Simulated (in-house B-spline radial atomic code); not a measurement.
## B97-1 excitations of Cl⁵⁺

Method: B97-1. Computed with a B-spline radial code for spherical atoms: linear response of the closed shell [Ne] 3s2 with the functional's adiabatic kernel; scalar-relativistic (spin-free one-electron X2C), finite nucleus, no spin-orbit coupling, no double excitations, S, P, D and F terms only.

Command:
```bash
python run_td.py task.json out
```
Settings (radii: box in bohr, nucleus in fm):
```
Z                        17
electrons                12
configuration            [Ne] 3s2
hamiltonian              x2c
method                   b97_1
box_radius               16.35
rms_radius               3.3654
intervals                72
```

Run time, properties included: 0.7 s on 1 thread of Arm Neoverse N1, with other jobs on the host.

The lowest states, in the order of their Tamm-Dancoff energies; the method's threshold (minus the highest occupied level) is 90.77 eV. Labels give the largest channel, * marks a mixed state, and oscillator strengths are full-response dipole values. Semilocal kernels can invert the small singlet-triplet splittings of Rydberg terms. Energies in eV:

```
     state  full response  Tamm-Dancoff  oscillator strength
3s → 3p 3P         11.609        11.976                    -
3s → 3p 1P         18.347        18.961                 1.26
3s → 3d 3D          32.98         33.09                    -
3s → 3d 1D          35.47         35.48                    -
3s → 4s 3S          49.98         50.00                    -
3s → 4s 1S              ?             ?                    -
3s → 4p 3P          54.97         54.99                    -
3s → 4p 1P          55.55         55.58                0.152
3s → 4d 3D          61.80         61.82                    -
3s → 4d 1D              ?             ?                    -
```

Question: Where does 3s → 4d 1D lie?

Answer: At 62.31 eV in full response, 62.32 eV in Tamm-Dancoff.

Question: Where does 3s → 4s 1S lie?

Answer: At 51.22 eV in full response, 51.25 eV in Tamm-Dancoff.

Question: How large is the singlet-triplet splitting of 3s → 3p (P terms) in Tamm-Dancoff?

Answer: 6.99 eV, from the unrounded values.

Question: What polarisabilities and dispersion coefficient does the method give?

Answer: Dipole 2.891 bohr³, quadrupole 3.165 bohr⁵, C6 4.514 hartree·bohr⁶ for two such species.
